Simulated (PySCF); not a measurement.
## Telling isomers of C7H11ClO apart by NMR

Fast rotation and ring inversion assumed for equivalent nuclei, single conformer, no relativistic terms, in vacuum. Coordinates at the GFN2-xTB level; shieldings: GIAO PBE0/pcSseg-1; PySCF.

Shifts are taken against calculated references (same method and geometry level): ¹H (σref 31.72), ¹³C (σref 186.93) vs TMS. Where no couplings were computed, multiplicities follow the n + 1 count of equivalent neighbours, and m marks all less simple cases (inequivalent or close neighbours, rings, F or P nearby). Shifts are as computed. Against solution values, carbons near 30 ppm lie about +3 ppm off and those near 130 ppm about +5 ppm; carbons on Cl a further +6 ppm. Of 1211 compounds with measured shifts, 218 miss one by over three times the rms of a fit or turn the order of signals round; such compounds aren't used in these exercises. Carbons bonded to Cl come out too deshielded.

(1) Tabulate the signals of `CC(C)[C@@H]1C[C@H]1C(=O)Cl`, `CCC(C(=O)Cl)=C(C)C` and their relative energies.

(2) What is the quickest way to tell CC(C)[C@@H]1C[C@H]1C(=O)Cl from CCC(C(=O)Cl)=C(C)C?

Results:

(1) 
```tsv
SMILES	carbon types	δC	δH	E rel. (kcal/mol)
CC(C)[C@@H]1C[C@H]1C(=O)Cl	1×C 3×CH 1×CH2 2×CH3	184.7, 42.4, 38.2, 33.2, 24.4, 24.2, 23.8	1.80 (m, 1H), 1.47 (m, 1H), 1.28 (m, 1H), 1.17 (d, 3H), 1.11 (d, 3H), 1.00 (m, 1H), 0.63 (m, 1H)	0.0
CCC(C(=O)Cl)=C(C)C	3×C 1×CH2 3×CH3	176.0, 173.6, 137.0, 31.7, 29.3, 28.8, 15.5	2.65 (q, 2H), 2.49 (s, 3H), 2.22 (s, 3H), 1.12 (t, 3H)	0.0
```

Energies are electronic energies at PBE0/pcSseg-1 on these geometries, without zero-point or thermal terms, each for the one conformer computed, which needn't be the lowest.

(2) Both give the same number of carbon signals, but DEPT or the intensities differ. The first has a three-membered-ring carbon (CH) at 42.4 ppm, the second an α carbon of a C=C–C=O unit (C) at 137.0 ppm. Their most deshielded carbons lie at 184.7 and 176.0 ppm. In the proton spectra the most deshielded non-exchanging signals are 1.80 (m, 1H) and 2.65 (q, 2H).
